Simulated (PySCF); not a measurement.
## Finite-field polarisability of Al (aluminium, neutral)

[Ne] 3s2 3p1, 2P determinant. Calculation: PySCF 2.14, in dyall-acv3z; no relativity, point nucleus. Frozen: [Ne]. Energy changes in a uniform field (μhartree):

```tsv
axis	F (au)	HF	MP2	CCSD	CCSD(T)
x	0.002	-104.009	-102.568	-99.845	-99.898
x	0.004	-416.355	-410.600	-399.690	-399.904
y	0.0016	-102.192	-99.395	-95.943	-95.916
y	0.0032	-410.266	-399.001	-385.083	-384.969
```

By symmetry the remaining axis equals x.

Derive α along x at CCSD(T) from the two fields.

With ΔE = −αF²/2 − γF⁴/24, α = −(16 ΔE(F) − ΔE(2F))/(6F²) = 49.94 bohr³.

And the mean polarisability at each level?

The components xx, yy, zz at CCSD(T) are 49.94, 74.85, 49.94, the third axis being equal by symmetry to one of the two computed. Means: HF 61.24, MP2 60.03, CCSD 58.23, CCSD(T) 58.24 bohr³. Reference: 57.8 ± 1 bohr³ (recommended; Schwerdtfeger and Nagle, table of static dipole polarizabilities (2023 update)).
